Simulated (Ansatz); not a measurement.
The same atomization along the group B, Ga, In.

Gas-phase electronic energies from Ansatz, PBE0-D4/def2-TZVP geometries. CBS: MP2 limit from def2 TZ/QZ plus the TZ coupled-cluster correction, frozen cores. This one scheme is used for every species, atoms too. For atomizations the MP2-based limit and the directly extrapolated one differ by several kJ/mol either way, and by 10 to 25 for some Ge, Se and Sn compounds, so smaller differences from it don't rank the levels. DFT in def2-TZVPP. No spin–orbit coupling; open shells (•) take unrestricted orbitals. Spin–orbit coupling would lower the free atoms: a little for B, C, F, Si; clearly for Ga; strongly for In. def2 core potentials past Kr. Bonds to Ga, In are less sure, by a few kJ/mol each and by 10 to 20 or more in all where they break to atoms, as the def2 sets lack core-valence functions. Scalar relativity is left out up to krypton. One conformer a species, not always the lowest.

```json
{"reaction": "`B[SiH2]CF` → C• + F• + 6 H• + B• + Si•", "B97M-V (kJ/mol)": "3327"}
{"reaction": "`FC[SiH2][GaH2]` → C• + F• + 6 H• + Ga• + Si•", "B97M-V (kJ/mol)": "3025"}
{"reaction": "`FC[SiH2][InH2]` → C• + F• + 6 H• + In• + Si•", "B97M-V (kJ/mol)": "2939"}
```

Q: Give the CCSD(T)/CBS values in the same order. (An estimate is asked.)

A: Computed: 3306, 3009, 2925 kJ/mol.

Largest T1 diagnostic: 0.015, for In•.
